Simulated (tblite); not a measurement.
Species: CH7FN2Si.
SMILES with atom numbers: `[CH3:1][NH:2][Si@H:3]([NH2:4])[F:5]` (hydrogens: H6, H7, H8 on C1; H9 on N2; H10 on Si3; H11, H12 on N4)

Computed geometry: GFN2-xTB, gas phase.

Question: What internal coordinates does the optimisation give?

Answer: 
| bond | length (Å) |
| --- | --- |
| C1–N2 | 1.442 |
| N2–Si3 | 1.706 |
| Si3–N4 | 1.716 |
| Si3–F5 | 1.620 |
| C1–H6, C1–H7, C1–H8 | 1.092 |
| N2–H9 | 1.008 |
| Si3–H10 | 1.455 |
| N4–H11, N4–H12 | 1.006 |

Bonds in one row agree within 0.01 Å and their mean is given. A selection of angles:
| angle | degrees |
| --- | --- |
| N2–C1–H6 | 112.2 |
| N2–C1–H7 | 109.1 |
| H6–C1–H7 | 108.1 |
| H7–C1–H8 | 108.6 |
| C1–N2–Si3 | 125.6 |
| C1–N2–H9 | 112.2 |
| Si3–N2–H9 | 118.2 |
| N2–Si3–N4 | 105.3 |
| N2–Si3–F5 | 115.7 |
| N2–Si3–H10 | 109.1 |
| N4–Si3–F5 | 103.0 |
| N4–Si3–H10 | 121.0 |
| F5–Si3–H10 | 103.2 |
| Si3–N4–H11 | 119.1 |
| Si3–N4–H12 | 117.2 |
| H11–N4–H12 | 110.2 |

Dihedral angles: C1–N2–Si3–N4 -177° (antiperiplanar).

N4 (silicon-bound nitrogen) is pyramidal (angles 119.1°, 117.2° and 110.2°, sum 346.5°, 0.25 Å off the plane of its three neighbours). N2 (silicon-bound nitrogen) has angles 125.6°, 118.2° and 112.2°, sum 355.9°, 0.16 Å off the plane of its three neighbours. Si3 (fluorine-bound silicon) is distorted tetrahedral (angles from 103.0° to 121.0°).

Point group: C1 (no symmetry element, even within 0.4 Å). Its GFN2-xTB frequencies are all real (lowest 71 cm⁻¹). One conformer, not necessarily the lowest (C1–N2–Si3–N4 -177°, N2–Si3–N4–H 60° and -163°). 3 starts were optimised and ended at 0.00, 0.00 and 0.68 kcal/mol (GFN2-xTB); the lowest of these is shown.
